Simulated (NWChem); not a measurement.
System: SiH$_{2}$O, singlet; SMILES [SiH]O

The following NWChem deck was run.

```
start job
memory heap 200 mb stack 900 mb global 1100 mb
geometry units angstroms noautoz
  Si     0.146437    -0.641242     0.000000
  H     -1.412173    -0.856142     0.000000
  O      0.140619     1.048875     0.000000
  H     -0.729962     1.489000     0.000000
end
basis spherical
  * library 6-31g*
end
dft
  xc xcamb88 1.00 lyp 0.81 vwn_5 0.19 hfexch 1.00
  cam 0.33 cam_alpha 0.19 cam_beta 0.46
  iterations 150
  mulliken
end
task dft gradient
```

Excerpt of the output:

```
             Northwest Computational Chemistry Package (NWChem) 7.3.0
             --------------------------------------------------------

 CS  symmetry detected

                             Geometry "geometry" -> ""
                             -------------------------

 Output coordinates in angstroms (scale by  1.889725989 to convert to a.u.)

  No.       Tag          Charge          X              Y              Z
 ---- ---------------- ---------- -------------- -------------- --------------
    1 Si                  14.0000     0.10124403    -0.64352083     0.00000000
    2 H                    1.0000    -1.45807675    -0.85320122     0.00000000
    3 O                    8.0000     0.10108477     1.04660617     0.00000000
    4 H                    1.0000    -0.76801777     1.48964351     0.00000000

 Effective nuclear repulsion energy (a.u.)      49.2709085322

      Symmetry information
      --------------------

 Group name             Cs
 Group number              2
 Group order               2
 No. of unique centers     4

                                 NWChem DFT Module
                                 -----------------

 Summary of "ao basis" -> "ao basis" (spherical)
 ------------------------------------------------------------------------------
       Tag                 Description            Shells   Functions and Types
 ---------------- ------------------------------  ------  ---------------------
 Si                          6-31g*                  8       18   4s3p1d
 H                           6-31g*                  2        2   2s
 O                           6-31g*                  6       14   3s2p1d

      Symmetry analysis of basis
      --------------------------

        a'         27
        a"          9

            General Information
            -------------------
          SCF calculation type: DFT
          Wavefunction type:  closed shell.
          No. of atoms     :     4
          No. of electrons :    24
           Alpha electrons :    12
            Beta electrons :    12
          Charge           :     0
          Spin multiplicity:     1
          Use of symmetry is: on ; symmetry adaption is: on
          Maximum number of iterations: 150
          AO basis - number of functions:    36
                     number of shells:    18
          Convergence on energy requested:  1.00D-06
          Convergence on density requested:  1.00D-05
          Convergence on gradient requested:  5.00D-04

              XC Information
              --------------
                     Hartree-Fock (Exact) Exchange  1.000
                   CAM-Becke88 Exchange Functional  1.000
                      VWN V Correlation Functional  0.190 local
              Lee-Yang-Parr Correlation Functional  0.810

           Range-Separation Parameters
           ---------------------------
           Alpha           :  0.19
           Beta            :  0.46
           Gamma           :  0.33
           Short-Range HF  :     F

             Grid Information
             ----------------
          Grid used for XC integration:  medium
          Radial quadrature: Mura-Knowles
          Angular quadrature: Lebedev.
          Tag              B.-S. Rad. Rad. Pts. Rad. Cut. Ang. Pts.
          ---              ---------- --------- --------- ---------
          Si                  1.10       88           8.0       590
          H                   0.35       45           8.0       434
          O                   0.60       49           7.0       434
          Grid pruning is: on
          Number of quadrature shells:   227
          Spatial weights used:  Erf1

      Superposition of Atomic Density Guess
      -------------------------------------

 Sum of atomic energies:        -364.56812483

      Non-variational initial energy
      ------------------------------

 Total energy =    -364.798352
 1-e energy   =    -602.346693
 2-e energy   =     188.277432
 HOMO         =      -0.231523
 LUMO         =      -0.050654

      Symmetry analysis of molecular orbitals - initial
      -------------------------------------------------

  Numbering of irreducible representations:

     1 a'          2 a"

  Orbital symmetries:

     1 a'          2 a'          3 a'          4 a'          5 a'
     6 a"          7 a'          8 a'          9 a'         10 a"
    11 a'         12 a'         13 a"         14 a'         15 a'
    16 a'         17 a'         18 a'         19 a"         20 a'
    21 a'         22 a"

     ---------------------------------------------
      Total Density - Mulliken Population Analysis
     ---------------------------------------------

    Atom       Charge   Shell Charges
 -----------   ------   -------------------------------------------------------
    1 Si  14    13.29   2.00  2.00  5.97  1.16  0.98  0.66  0.42  0.10
    2 H    1     1.21   0.49  0.72
    3 O    8     9.05   2.00  0.94  3.13  0.91  2.07  0.01
    4 H    1     0.45   0.35  0.10

   convergence    iter        energy       DeltaE   RMS-Dens  Diis-err
 ---------------- ----- ----------------- --------- --------- ---------
 d= 0,ls=0.0,diis     1   -365.7994771453 -4.15D+02  2.14D-02  4.34D-01
 d= 0,ls=0.0,diis     2   -365.7767477837  2.27D-02  1.09D-02  7.57D-01
 d= 0,ls=0.0,diis     3   -365.8489917007 -7.22D-02  1.40D-03  7.12D-03
 d= 0,ls=0.0,diis     4   -365.8497238446 -7.32D-04  2.63D-04  8.20D-05
 d= 0,ls=0.0,diis     5   -365.8497381528 -1.43D-05  9.69D-05  2.54D-06
 d= 0,ls=0.0,diis     6   -365.8497390195 -8.67D-07  1.50D-05  7.11D-08
 d= 0,ls=0.0,diis     7   -365.8497390468 -2.73D-08  3.88D-06  4.10D-09

         Total DFT energy =     -365.849739046794
      One electron energy =     -603.830949155008
           Coulomb energy =      218.901283551591
    Exchange-Corr. energy =      -30.190981975564
 Nuclear repulsion energy =       49.270908532188

 Numeric. integr. density =       24.000003141570

                  Occupations of the irreducible representations
                  ----------------------------------------------

                     irrep           alpha         beta
                     --------     --------     --------
                     a'               10.0         10.0
                     a"                2.0          2.0

                       DFT Final Molecular Orbital Analysis
                       ------------------------------------

 Vector   10  Occ=2.000000D+00  E=-4.158228D-01  Symmetry=a"
              MO Center=  8.7D-02,  8.9D-01,  3.0D-15, r^2= 9.0D-01
   Bfn.  Coefficient  Atom+Function         Bfn.  Coefficient  Atom+Function
  ----- ------------  ---------------      ----- ------------  ---------------
    25      0.595120  3 O  pz                29      0.452419  3 O  pz
     9      0.171650  1 Si pz                13      0.096416  1 Si pz
     5     -0.073880  1 Si pz                15      0.057224  1 Si d -1

 Vector   11  Occ=2.000000D+00  E=-4.058971D-01  Symmetry=a'
              MO Center= -9.9D-02,  3.8D-01, -7.9D-15, r^2= 2.1D+00
   Bfn.  Coefficient  Atom+Function         Bfn.  Coefficient  Atom+Function
  ----- ------------  ---------------      ----- ------------  ---------------
    24      0.417857  3 O  py                23      0.327875  3 O  px
    28      0.287369  3 O  py                 8     -0.250883  1 Si py
    27      0.247882  3 O  px                20      0.183954  2 H  s
    10      0.171036  1 Si s                  6      0.159553  1 Si s
    19      0.148764  2 H  s                  4      0.109588  1 Si py

 Vector   12  Occ=2.000000D+00  E=-2.904097D-01  Symmetry=a'
              MO Center=  1.1D-01, -8.4D-01, -8.5D-16, r^2= 2.4D+00
   Bfn.  Coefficient  Atom+Function         Bfn.  Coefficient  Atom+Function
  ----- ------------  ---------------      ----- ------------  ---------------
     7      0.388522  1 Si px                 6      0.383863  1 Si s
    10      0.361789  1 Si s                 20     -0.348072  2 H  s
    19     -0.205425  2 H  s                  8     -0.174182  1 Si py
    11      0.171046  1 Si px                 2     -0.162019  1 Si s
     3     -0.152302  1 Si px                26     -0.132035  3 O  s

 Vector   13  Occ=0.000000D+00  E=-3.110512D-02  Symmetry=a"
              MO Center=  9.0D-02, -5.9D-01,  1.4D-14, r^2= 2.9D+00
   Bfn.  Coefficient  Atom+Function         Bfn.  Coefficient  Atom+Function
  ----- ------------  ---------------      ----- ------------  ---------------
    13      0.602405  1 Si pz                 9      0.519407  1 Si pz
    29     -0.263826  3 O  pz                25     -0.244661  3 O  pz
     5     -0.198459  1 Si pz                15     -0.033598  1 Si d -1

 Vector   14  Occ=0.000000D+00  E= 5.538945D-02  Symmetry=a'
              MO Center=  2.4D-02, -2.1D-01, -6.4D-15, r^2= 4.4D+00
   Bfn.  Coefficient  Atom+Function         Bfn.  Coefficient  Atom+Function
  ----- ------------  ---------------      ----- ------------  ---------------
    12      0.815199  1 Si py                26     -0.792316  3 O  s
    36      0.439907  4 H  s                 20      0.304149  2 H  s
    11      0.288826  1 Si px                 8      0.275985  1 Si py
    10      0.202208  1 Si s                  7      0.178954  1 Si px
    22     -0.138673  3 O  s                 27      0.115052  3 O  px

[...]

                         DFT ENERGY GRADIENTS

    atom               coordinates                        gradient
                 x          y          z           x          y          z
   1 Si      0.191323  -1.216078   0.000000    0.006832  -0.013727   0.000000
   2 H      -2.755366  -1.612317   0.000000   -0.007424  -0.001644   0.000000
   3 O       0.191023   1.977799   0.000000    0.007555   0.011821   0.000000
   4 H      -1.451343   2.815018   0.000000   -0.006963   0.003550   0.000000
```

Level: CAM-B3LYP/6-31G* (spherical d). Low-valent species are run as closed-shell singlets; no triplet was tried in these runs. All runs use the structure optimised with PBE-D3(BJ)/def2-SVP.
